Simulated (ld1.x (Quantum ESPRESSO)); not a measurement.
Before and after: TM potential for europium (Eu)

ld1.x (Quantum ESPRESSO) 7.5 input, shortened:

```
&input
   title='Eu', zed=63., rel=1, dft='PBESOL', iswitch=3,
   config='[Xe] 4f6 5d1 6s0 6p0'
 /
 &inputp
   pseudotype=2, tm=.true., lloc=-1, rcloc=3.45,
   nlcc=.true., new_core_ps=.true., rcore=2.15
 /
3
6S  1  0   0.00   0.00  2.30  2.30  0.0
6P  2  1   0.00   0.00  3.85  3.85  0.0
5D  3  2   1.00   0.00  3.45  3.45  0.0
 &test
   configts(1)='5d1 6s0 6p0'
 /
```

All-electron outer shells of the reference configuration (PBEsol, scalar-relativistic, ld1.x):

```csv
shell,level (eV),outermost node (bohr),outermost maximum (bohr)
4f,-22.01,–,0.59
5d,-15.13,0.81,1.90
6s,-14.67,1.61,3.10
6p,-10.45,1.90,3.79
```

Change: all radii but the core radius scaled by about 1.13 (s 2.60, p 4.34, d 3.90 bohr); local potential all-electron potential smoothed inside 3.90 bohr (lloc = -1).

Cutoffs: the cutoffs (Ry, on a coarse ladder) from which the occupation-weighted sum of valence levels, in a spherical-Bessel basis at the reference potential, stays within 10 and 1 mRy of its value at 400 Ry; they do not see the model core or the augmentation charge, which bear on the density cutoff. Errors are all-electron minus pseudo energies relative to the spin-unpolarised reference configuration.

Question: Predict the effect on cutoff, ghosts and configuration errors.

Answer: The potential gets softer (12 Ry and 18 Ry → 12 Ry and 15 Ry); the bound ghost in s disappears; of the 7 tests that both files solve, the error grows in 5 and shrinks in 0 by more than 15 % and 0.3 meV (median size 35.6 → 56.0 meV). A larger radius leaves more room for a smooth pseudo-wave, so fewer plane waves are needed. More of the atom is replaced by a form fitted at one configuration, so other configurations suffer.

| quantity | base | changed |
| --- | --- | --- |
| cutoff, loose | 12 Ry | 12 Ry |
| cutoff, tight | 18 Ry | 15 Ry |
| bound ghosts | s | none |
| error for 5d1 6s2 6p0, meV [ΔE -18.46 eV] | +36 | -77 |
| error for 5d1 6s1 6p0, meV [ΔE -11.88 eV] | 0.0 | -34 |
| error for 5d1 6s1.5 6p0, meV [ΔE -15.81 eV] | +15 | -58 |
| error for 5d0 6s2 6p1, meV [ΔE -16.51 eV] | -45 | -56 |
| error for 5d1 6s1 6p1, meV [ΔE -15.63 eV] | +28 | -25 |
| error for 5d2 6s0 6p0, meV [ΔE -10.98 eV] | -130 | -157 |
| error for 5d0 6s2 6p0, meV [ΔE -12.29 eV] | -40 | -35 |

 A true bound ghost makes a file unfit for plane-wave use even where its test errors are small: the radial tests pick states by their node count and pass the ghost by.
